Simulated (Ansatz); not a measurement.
The same hydrogenolysis along the group F, Cl, Br.

Calculated with Ansatz (gas phase, PBE0-D4/def2-TZVP geometries, no zero-point term in ΔE). CCSD(T)/CBS is the MP2 limit (def2-TZVPP, def2-QZVPP) plus CCSD(T) − MP2 in def2-TZVPP, frozen cores. This one scheme is used for every species. DFT in def2-TZVPP. For Br outer-core shells are correlated without core-valence functions, which leaves a few kJ/mol of doubt a bond. Scalar relativity is left out up to krypton. Each species was taken in one conformer, which may not be the lowest.

| reaction | CCSD(T)/CBS(def2) (kJ/mol) |
| --- | --- |
| `F[Si]N([SiH3])[SiH3]` + H₂ → `F[SiH]` + `[SiH3]N[SiH3]` | 126 |
| `[SiH3]N([SiH3])[Si]Cl` + H₂ → `[SiH]Cl` + `[SiH3]N[SiH3]` | ? |
| `[SiH3]N([SiH3])[Si]Br` + H₂ → `[SiH]Br` + `[SiH3]N[SiH3]` | 115 |

(1) Fill in the missing values. (An estimate is asked.)

Largest T1 diagnostic: 0.015, for `F[SiH]`.

Answers

(1) Ansatz gave: `[SiH3]N([SiH3])[Si]Cl` + H₂ → `[SiH]Cl` + `[SiH3]N[SiH3]`: +116.2 kJ/mol.
